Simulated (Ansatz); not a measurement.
Consider the cleavage of the Al–Si bond: `C=CN[SiH2][AlH2]` + `SBS` → `[AlH2][S]BS` + `C=CN[SiH3]`.

Program: Ansatz. Geometries: PBE0-D4/def2-TZVP. ΔE: electronic, gas phase. CBS: MP2 limit from def2 TZ/QZ plus the TZ coupled-cluster correction, frozen cores. This one scheme is used for every species. Functionals use def2-TZVPP. One conformer a species, not always the lowest.

```tsv
level	ΔE (kJ/mol)
PBE	-33.1
SCS-MP2/def2-TZVPP	-66.5
CCSD/def2-TZVPP	-58.5
SCS-MP2/def2-QZVPP	-69.8
```

(1) What does CCSD(T)/CBS give? (An estimate is asked.)

Largest T1 diagnostic among the species: 0.016.

Answers

(1) Ansatz gave: -57.0 kJ/mol. The listed levels differ from it by 23.9, -9.5, -1.5, -12.8 kJ/mol.

In def2-TZVPP, CCSD(T) changes the Hartree–Fock value by +36.2 kJ/mol (the triples alone add +5.9 kJ/mol) and MP2 by +28.2 kJ/mol. The D4 term adds +5.9 kJ/mol with B3LYP and +3.0 kJ/mol with PBE0; it sums over pairs of atoms, weighted by their polarisabilities, and B3LYP, whose exchange is more repulsive, gets the larger term. From PBE to PBE0 (25 % exact exchange), in def2-TZVPP and without D4, ΔE moves by −5.7 kJ/mol.

B3LYP here is the variant with VWN-RPA as its local correlation; programs differ in this.
